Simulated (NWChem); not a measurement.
Program: NWChem. System: H$_{3}$Al, charge 0, spin multiplicity 1, at a geometry optimised with PBE/def2-SVP. The structure started from a generated list of species. Level: LDA (SVWN5)/6-31G* (spherical d).

Part of the output:

```
             Northwest Computational Chemistry Package (NWChem) 7.3.0
             --------------------------------------------------------

                                NWChem Input Module
                                -------------------

 Scaling coordinates for geometry "geometry" by  1.889725989
 (inverse scale =  0.529177249)

 Turning off AUTOSYM since
 SYMMETRY directive was detected!

                             Geometry "geometry" -> ""
                             -------------------------

 Output coordinates in angstroms (scale by  1.889725989 to convert to a.u.)

  No.       Tag          Charge          X              Y              Z
 ---- ---------------- ---------- -------------- -------------- --------------
    1 Al                  13.0000     0.00000000     0.00000000    -0.00000100
    2 H                    1.0000     0.00000000     0.00000000     1.60082100
    3 H                    1.0000     1.38634900     0.00000000    -0.80040400
    4 H                    1.0000    -1.38634900     0.00000000    -0.80040400

 Effective nuclear repulsion energy (a.u.)      13.4646686851

            Nuclear Dipole moment (a.u.)
            ----------------------------
        X                 Y               Z
 ---------------- ---------------- ----------------
     0.0000000000     0.0000000000     0.0000000000

      Symmetry information
      --------------------

 Group name             C2v
 Group number             16
 Group order               4
 No. of unique centers     3

      Symmetry unique atoms

     1    2    3


 Summary of "ao basis" -> "" (spherical)
 ------------------------------------------------------------------------------
       Tag                 Description            Shells   Functions and Types
 ---------------- ------------------------------  ------  ---------------------
 *                           6-31g*                   on all atoms

                              NWChem Property Module
                              ----------------------

                                 NWChem DFT Module
                                 -----------------

 Summary of "ao basis" -> "ao basis" (spherical)
 ------------------------------------------------------------------------------
       Tag                 Description            Shells   Functions and Types
 ---------------- ------------------------------  ------  ---------------------
 Al                          6-31g*                  8       18   4s3p1d
[...]
     L   x y z        total         alpha         beta         nuclear
     -   - - -        -----         -----         ----         -------
     0   0 0 0     -0.000000     -8.000000     -8.000000     16.000000

     1   1 0 0      0.000000      0.000000      0.000000      0.000000
     1   0 1 0     -0.000000     -0.000000     -0.000000      0.000000
     1   0 0 1     -0.000009     -0.000005     -0.000005      0.000000

     2   2 0 0    -13.237711    -13.482311    -13.482311     13.726911
     2   1 1 0     -0.000000     -0.000000     -0.000000      0.000000
     2   1 0 1     -0.000000     -0.000000     -0.000000      0.000000
     2   0 2 0     -9.070619     -4.535310     -4.535310      0.000000
     2   0 1 1     -0.000000     -0.000000     -0.000000      0.000000
     2   0 0 2    -13.237721    -13.482305    -13.482305     13.726889

 *** CALLING NEW AORESP DRIVER FOR CLOSED AND OPEN SHELLS ***
 Entering AOResponse driver routine

--------------------------------------------------------------------------------

          ****************
          *** RESPONSE ***
          ****************

 Response module for NWChem and dynamic CPKS solver

          -----------------------------------------------
          Solving response equations for perturbing field
          -----------------------------------------------

 number of frequencies:     1
 frequency in a.u.:  0.7730000E-01
 Perturbing field: electric
 Using El. Dipole Length Gauge

 Setting up CPKS with frequency omega =      0.07730000 a.u.

                            NWChem Dynamic CPHF Module
                            --------------------------

    scftype = RHF
    nclosed =    8
      nopen =    0
  variables =      256
  num. vecs =        3
  tolerance =   1.0D-04
  max. iter =   50

  int2e_file: Failed to allocate cache ... halving
 SCF residual:    3.1311376712282198E-006

Iterative solution of linear equations
  No. of variables      256
  No. of equations        3
  Maximum subspace       30
       Convergence  1.0D-04

 ga_lkain filestub:cphf_sol
 ga_lkain filesoln:./mol.cphf_sol

   iter   nsub   residual    time
   ----  ------  --------  ---------
     1      3    3.64D+00       0.8
     2      6    5.63D-01       0.9
     3      9    1.78D-02       1.0
     4     12    3.53D-03       1.2
     5     15    1.45D-04       1.3
     6     18    3.35D-07       1.4

 Electric Dipole Response Matrix (nonzero elements):

              1        2        3
    1   29.7462   0.0000   0.0000
    2    0.0000  18.3093  -0.0000
    3    0.0000  -0.0000  29.7462

 ------------------------------------------
 average:        25.93392 + I       0.00000

 DFT Linear Response polarizability / au
 Frequency  =       0.0773000 / au
 Wavelength =     589.4353558 / nm
              X              Y              Z
 -----------------------------------------------
 X      29.7462077      0.0000000      0.0000000
 Y       0.0000000     18.3093289     -0.0000000
 Z       0.0000000     -0.0000000     29.7462222
 -----------------------------------------------
 Eigenvalues =      29.7462077     18.3093289     29.7462222
 Isotropic   =      25.9339196
 Anisotropic =      11.4368860
 -----------------------------------------------

 Magnetic Dipole Response Matrix (nonzero elements):
 Optical rotation tensor Beta

              1        2        3
    1   -0.0000  -0.0000   0.0000
    2   -0.0002   0.0000  -0.0000
    3    0.0000   0.0000   0.0000

 ------------------------------------------
 average:        -0.00000 + I       0.00000

 Exiting AOResponse driver routine

          -------------
          Dipole Moment
          -------------

 Center of charge (in au) is the expansion point
         X =       0.0000000 Y =       0.0000000 Z =       0.0000000

   Dipole moment        0.0000094782 A.U.
             DMX        0.0000001222 DMXEFC        0.0000000000
             DMY       -0.0000000004 DMYEFC        0.0000000000
             DMZ       -0.0000094775 DMZEFC        0.0000000000
   -EFC- dipole         0.0000000000 A.U.
   Total dipole         0.0000094782 A.U.

   Dipole moment        0.0000240915 Debye(s)
             DMX        0.0000003107 DMXEFC        0.0000000000
             DMY       -0.0000000009 DMYEFC        0.0000000000
             DMZ       -0.0000240895 DMZEFC        0.0000000000
   -EFC- dipole         0.0000000000 DEBYE(S)
   Total dipole         0.0000240915 DEBYE(S)

 1 a.u. = 2.541766 Debyes

 Task  times  cpu:        1.4s     wall:        1.4s

 Total times  cpu:        1.4s     wall:        1.4s
```

Question: Write an NWChem input that would produce this output.

Answer: This is not unique; one that fits is 
```
start mol
memory heap 200 mb stack 900 mb global 1100 mb
geometry units angstroms nocenter noautoz
  Al     0.000000     0.000000    -0.000001
  H      0.000000     0.000000     1.600821
  H      1.386349     0.000000    -0.800404
  H     -1.386349     0.000000    -0.800404
  symmetry group C2v
end
basis spherical
  * library 6-31g*
end
dft
  xc slater vwn_5
  semidirect memsize 60000000 filesize 0
  iterations 100
end
property
  dipole
  response 1 0.0773
end
task dft property
```
